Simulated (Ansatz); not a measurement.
Reactions of H6SSi2, SMILES `[SiH3][SiH2]S`.

Gas-phase electronic energies from Ansatz, PBE0-D4/def2-TZVP geometries. CCSD(T)/CBS adds triple-zeta CCSD(T) − MP2 to the extrapolated MP2 energy (def2 sets, frozen cores). This one scheme is used for every species. DFT in def2-TZVPP. def2 core potentials past Kr. For Br, Se, Sn outer-core shells are correlated without core-valence functions, which leaves a few kJ/mol of doubt a bond. Scalar relativity is left out up to krypton. One conformer a species, not always the lowest.

```
                                                             reaction  PBE0-D4 (kJ/mol)  ωB97X-V (kJ/mol)  PBE-D4 (kJ/mol)  MP2/CBS(def2) (kJ/mol)
                    `[SiH3][SiH2]S` + `CSS` → `CSS[SiH2][SiH3]` + H₂S                -6                -3               -7                     -10
`[SiH3][SiH2]S` + `C[Si](O)(O)Br` → `C[Si](O)(Br)O[SiH3]` + `[SiH3]S`               -85              -101              -76                    -110
            `[SiH3][SiH2]S` + `O=C(O)O` → `O=C(O)O[SiH2][SiH3]` + H₂S               -13               -25              -11                     -22
      `[SiH3][SiH2]S` + `C[SiH](N)O` → `C[SiH](N)O[SiH3]` + `[SiH3]S`               -87              -103              -79                    -111
              `[SiH3][SiH2]S` + `C[SiH2]O` → `O[SiH2]C[SiH2]S` + SiH₄                 1                -7                4                     -15
                `[SiH3][SiH2]S` + `C=C=C` → `C=C=C[SiH2][SiH3]` + H₂S                44                43               43                      43
                   `[SiH3][SiH2]S` + `C[SeH]` → `C[Se][SiH2]S` + SiH₄               -65               -67              -63                     -84
       `[SiH3][SiH2]S` + `BO[SiH2]N` → `BO[SiH](N)[SiH3]` + `[SiH3]S`                 8                 7                6                      10
                  `[SiH3][SiH2]S` + `[SnH4]` → `S[SiH2][SnH3]` + SiH₄               -23               -23              -23                     -37
                         `[SiH3][SiH2]S` + CH₃SH → `CS[SiH2]S` + SiH₄               -61               -65              -60                     -78
```

Question: Give the CCSD(T)/CBS values in the same order. (Estimate.)

Answer: Computed: -8, -104, -25, -104, -9, 43, -73, 9, -31, -68 kJ/mol.

Largest T1 diagnostic: 0.015, for `O=C(O)O[SiH2][SiH3]`.
